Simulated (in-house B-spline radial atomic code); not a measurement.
## Ionising the molybdenum ion Mo³⁺ with different functionals

Computed with a radial B-spline atomic code at the basis-set limit: scalar-relativistic (spin-free X2C) Hamiltonian, Fermi nucleus of rms radius 4.4091 fm, spin-polarised at highest spin, spherical fractional occupations for the functionals, and exact exchange of hybrids averaged over the configuration. The ionisation energy is the difference of two self-consistent energies, [Kr] 4d3 → [Kr] 4d2, without Breit or QED terms; ε is the level of the shell that loses the electron (its least bound occupied spin orbital). There is no spin-orbit coupling in this Hamiltonian.

| method | rung | ΔSCF (eV) | -ε(4d) (eV) |
| --- | --- | --- | --- |
| PBE0 | global hybrid | 40.40 | 35.69 |
| B3LYP | global hybrid | ? | ? |
| TPSSh | global hybrid | 40.31 | 34.54 |
| BHandHLYP | global hybrid | 40.11 | 37.17 |
| r2SCAN0 | global hybrid | 40.41 | 35.76 |
| B97-1 | global hybrid | 40.17 | 35.15 |
| HSE06 | range-separated hybrid | ? | ? |
| CAM-B3LYP | range-separated hybrid | 40.30 | 37.06 |
| LC-wPBE | range-separated hybrid | 40.38 | 38.62 |

(1) What does HSE06 give?

(2) What does B3LYP give?

(3) Among the functionals, which spreads more, the ΔSCF values or the orbital energies?

(4) How do they compare with the NIST value?

## Answers

(1) ΔSCF 40.38 eV, and -ε(4d) = 35.26 eV.

(2) ΔSCF 40.35 eV, and -ε(4d) = 35.25 eV.

(3) The orbital energies: ΔSCF values span about 0.30 eV and the orbital energies 4.08 eV; here energy differences depend much less on the functional than eigenvalues do.

(4) NIST lists 40.33 eV ± 0.06 (semi-empirical, ground level to ground level). Errors run from -0.22 to +0.08 eV; TPSSh is closest (-0.02 eV), though others lie within the uncertainty of it, and part of that can be cancellation, since the calculations leave out spin-orbit coupling, Breit-QED terms, multiplet and fine-structure energies.
